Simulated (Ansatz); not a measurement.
`N[SiH2]C(F)[SiH3]` and `FC([SiH3])Cl` differ in one atom or group.

Ansatz, PBE0-D4/def2-TZVP geometries, multiplicity 1. Each molecule was computed in one conformer, which needn't be the lowest.

```csv
property,`N[SiH2]C(F)[SiH3]`
LUMO energy (PBE/def2-TZVPP) / eV,-0.56
LUMO energy (PBE0/def2-TZVPP) / eV,0.28
HOMO energy (PBE0/def2-TZVPP) / eV,-7.42
HOMO energy (ωB97M-V/def2-TZVPP) / eV,-9.73
HOMO energy (PBE/def2-TZVPP) / eV,-6.04
LUMO energy (ωB97M-V/def2-TZVPP) / eV,1.81
```

Give the same properties after the change, and the shifts. (An estimate is asked.)

The calculation gave: 
```json
{"property": "LUMO energy (PBE/def2-TZVPP) / eV", "`FC([SiH3])Cl`": "-1.02", "shift": "-0.46"}
{"property": "LUMO energy (PBE0/def2-TZVPP) / eV", "`FC([SiH3])Cl`": "-0.07", "shift": "-0.35"}
{"property": "HOMO energy (PBE0/def2-TZVPP) / eV", "`FC([SiH3])Cl`": "-8.35", "shift": "-0.93"}
{"property": "HOMO energy (ωB97M-V/def2-TZVPP) / eV", "`FC([SiH3])Cl`": "-10.61", "shift": "-0.88"}
{"property": "HOMO energy (PBE/def2-TZVPP) / eV", "`FC([SiH3])Cl`": "-6.94", "shift": "-0.90"}
{"property": "LUMO energy (ωB97M-V/def2-TZVPP) / eV", "`FC([SiH3])Cl`": "1.66", "shift": "-0.15"}
```

With PBE0 the HOMO falls by 0.93 eV and the LUMO falls by 0.35 eV, so the gap widens by about 0.58 eV. PBE moves the HOMO by -0.90 eV and ωB97M-V by -0.88 eV.
